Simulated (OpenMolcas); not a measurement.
Mn4+ among 6 point charges of -2.2 e arranged as a trigonal prism (D3h), with a polar angle of 47.1° against the regular 49.1°.

| Property | Result |
| --- | --- |
| Program | OpenMolcas 26.06 |
| Method | CASSCF |
| Basis | ANO-RCC-VDZP [5s4p2d1f] |
| Scalar Hamiltonian | DKH2, point nucleus |
| Active space | 3 electrons in 5 orbitals (3d) |
| State averaging | 2S+1 = 4 even, 10 roots; 2S+1 = 2 even, 40 roots |
| Spin-orbit coupling | RASSI with atomic mean-field integrals over the reference wave functions |

All point charges move together. At R = 1.78 Å the first state of the same spin is 3204 cm-1, and at R = 2.06 Å it is 1571 cm-1.

Task: A third run gives 2583 cm-1. What distance was it run at?

Result: With a power law R^-n the two known points give n = -ln(1571 / 3204) / ln(2.06 / 1.78) = 4.88. Then R = 1.78 × (3204 / 2583)^(1/4.88) = 1.860 Å. The run was at 1.86 Å, so the estimate is off by 0 Å.

Without dynamic correlation the repulsion within the d shell is too large (B by tens of per cent), so at a given field states of lower spin stand too high. The ground term spreads over less than 5000 cm-1, several times less than with real ligands, so orbital moments are less quenched and χT lies further from the spin-only value than at real sites (holds for R = 2.06). This is an electrostatic model: the charges have no orbitals. No measured value stands beside these numbers.
